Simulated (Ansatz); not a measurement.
**Ligand exchange: NaI + GaH2(OH) → NaOH + GaH2I**

Species: NaI (Sodium Iodide), singlet; GaH2(OH), singlet; NaOH `[OH][Na]`, singlet; GaH2I `[GaH2][I]`, singlet. The partners trade I for OH: Na–I and Ga–OH bonds give way to Na–OH and Ga–I.

Shapes, held fixed at every level: PBE0-D4/def2-TZVP. Programs: Ansatz 0.2.0. The zero-point and thermal change to 298 K, harmonic and unscaled (PBE0-D4/def2-TZVP), is -3.6 kJ/mol.

| level | kind | ΔH(298 K) (kJ/mol) | less CCSD(T)/def2-TZVPP |
| --- | --- | --- | --- |
| HF/def2-TZVPP | Hartree–Fock | +135.6 | +23.4 |
| SPW92/def2-TZVPP | LDA | +106.7 | -5.5 |
| BHLYP-D4/def2-TZVPP | global hybrid | +114.5 | +2.3 |
| PBE0-D4/def2-TZVPP | global hybrid | +110.1 | -2.1 |
| MP2/def2-SVP | perturbation theory | +129.2 | +17.0 |
| CCSD/def2-SVP | coupled cluster or CI | +128.6 | +16.4 |
| CCSD(T)/def2-TZVPP | coupled cluster or CI | +112.2 | 0.0 |

The highest level, CCSD(T)/def2-TZVPP, gives ΔH(298 K) = +112.2 kJ/mol; the levels span +106.7 to +135.6. The column of differences is taken from that level and isn't an error. No measured value is set beside it here. For atoms past krypton def2 sets carry core potentials with scalar relativity. Relativity is left out for Ga unless named. Correlated rows may include outer-core shells of Ga, I, Na, which these sets cover unevenly.
